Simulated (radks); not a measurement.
Question: Neutral hydrogen, configuration 2p1 (not the ground configuration). All-electron calculation, Dirac Kohn-Sham, LDA (Slater exchange, Perdew-Wang correlation), spin-unpolarised, spherical densities, finite nucleus; open shells are shared between the two j in proportion to 2j + 1; Gaussian nuclear charge, rms radius 0.8783 fm. Program: a radial shooting solver on a logarithmic mesh with Libxc functionals. Some entries of the table are withheld. Estimate them.

orbital,occ.,eigenvalue (eV),<r> (bohr),r(max) (bohr)
1s1/2,0,(1),1.559,1.035
2p1/2,0.333333,(2),5.339,4.257
2p3/2,0.666667,(3),5.340,4.257

Answer: 
(1) 1s1/2 eigenvalue (eV): -10.8786
(2) 2p1/2 eigenvalue (eV): -1.5426
(3) 2p3/2 eigenvalue (eV): -1.5425
